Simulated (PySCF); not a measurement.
Species: C4H4ClFO.
SMILES: `C/C=C(\Cl)C(=O)F`

Computed, not measured: TDDFT PBE0/def2-SVPD, vertical, gas phase, core orbitals frozen in the response (PySCF 2.14.0, density-fitted response routines). Isolated species at its GFN2-xTB geometry (one conformer only). Torsions of this conformer, `[CH3:1]/[CH:2]=[C:3](\[Cl:4])[C:5](=[O:6])[F:7]`: C2–C3–C5–O6 -177°.

A / s⁻¹ = 0.6670 f (ν̃ / cm⁻¹)² and τ = 1/A in vacuum; |μ| follows from f = (2/3) ΔE |μ|² (atomic units, 1 au = 2.5417 D); ∫σ dE = 109.76 f Mb·eV.

Only emission to the ground state at the vertical energy is counted.

Energies and rates of the computed singlets with f of 0.002 or more:

```
state  λ (nm)   A (s⁻¹)
   S2   231.5  2.95×10⁸
   S5   167.6  6.44×10⁸
   S6   167.1  5.54×10⁶
   S8   155.6  7.00×10⁶
```

Task: Go back from the rates to the oscillator strengths and transition dipoles.

Result: f = A / (0.6670 ν̃²), and |μ| follows from f:

| state | f | \|μ\| (D) | τ | main configurations (H = HOMO, L = LUMO) |
| --- | --- | --- | --- | --- |
| S2 | 0.237 | 3.41 | 3.4 ns | H→L (95%) |
| S5 | 0.271 | 3.11 | 1.6 ns | H-3→L (91%) |
| S6 | 0.0023 | 0.29 | 180 ns | H→L+2 (79%), H→L+1 (12%) |
| S8 | 0.0025 | 0.29 | 140 ns | H-6→L (94%) |

Task: By what factor does the largest A in the list exceed the smallest?

Result: S5 has 120 times the rate of S6.

Task: What is the integrated cross-section of all computed states together?

Result: Σf = 0.515 over S1 to S8, so 109.76 × Σf ≈ 56.6 Mb·eV.

Task: How much energy does a mole of photons resonant with S5 carry?

Result: 7.398 eV × 96.485 = 714 kJ/mol (171 kcal/mol).
